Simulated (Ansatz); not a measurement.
One elementary step

Start structure (Si4H11ClF2, singlet), relaxed at PBE0-D4/def2-TZVP:

```xyz
18
angstrom
Si -0.5077 -0.0777 -0.4652
Si -1.0213 -0.4756 1.7825
Si 1.7346 -0.6332 -0.8714
Si -1.9374 -1.3166 -1.8409
Cl -0.9197 1.9403 -0.7559
H 1.9952 2.5518 0.5185
F 2.4181 2.3691 -0.2921
H 0.5630 1.8759 2.1852
F 1.1817 2.5618 2.0539
H -2.4644 -0.2847 2.0766
H -0.5838 -1.8251 2.2250
H -0.2801 0.5101 2.6396
H 1.7054 -2.1111 -1.0729
H 2.2364 0.0213 -2.1016
H 2.5914 -0.3425 0.3033
H -1.6082 -1.0695 -3.2687
H -3.3495 -0.9331 -1.5809
H -1.7538 -2.7612 -1.5350
```

The step: Si₄H₉Cl ([SiH3][Si]([SiH3])([SiH3])[Cl]) + HF + HF → Si₃H₆ClF ([F][SiH2][SiH]([SiH3])[Cl]) + SiH₄ + HF; bonds formed: Si1–H13, Si2–H8, Si3–F7, H6–F9; bonds broken: Si1–Si2, Si3–H13, H6–F7, H8–F9. Program: Ansatz 0.2.0. Basis: def2-TZVPP and def2-QZVPP. Cores are frozen in the correlated methods. Extrapolation: Hartree–Fock as exp(−7.88 √X), correlation as X^−2.97. Energies below are by CCSD(T) at an estimated basis limit (MP2 extrapolated from triple and quadruple zeta, plus CCSD(T) − MP2 in triple zeta).

(1) What are the electronic barrier and the energy of the step, from the start structure to the end structure? (An estimate is asked for; the value comes from the calculation.)

The T1 diagnostic stays at or below 0.015.

## Answers

(1) The calculation gives: Barrier 192.6 kJ/mol; step energy -100.7 kJ/mol (downhill); reverse barrier, their difference, 293.3 kJ/mol. Barrier and step energy count from the start structure, the reverse barrier from the end structure.

The saddle point: One imaginary mode of 799i cm⁻¹.
```tsv
pair	start (Å)	saddle (Å)	end (Å)
Si1–H13	3.07	2.83	1.49
Si2–H8	2.86	1.70	1.49
Si3–F7	3.13	2.12	1.63
H6–F9	1.74	1.16	0.93
Si1–Si2	2.34	2.62	4.34
Si3–H13	1.49	1.52	3.10
H6–F7	0.93	1.11	1.77
H8–F9	0.93	1.49	2.92
```

Zero-point energy (harmonic, PBE0-D4): ZPE is 264.8 kJ/mol at the start and 255.0 kJ/mol at the saddle, so the barrier goes from 192.6 to 182.8 kJ/mol.

Labels in which every atom is bracketed show which atoms are joined, not bond orders.

For scale, one of the runs: CCSD(T)/def2-TZVPP, 426 basis functions, launched by `ansatz run in.yaml --threads 4 --pin off --events-out ev --progress --plain --max-ram 66560MiB --backend cuda --devices 0, --max-vram 37GiB`. The run took 45 s on 4 CPU threads of an AMD EPYC 7R13 and a share of one NVIDIA H100 (shared host), with 1.7 GiB of host memory at its peak.
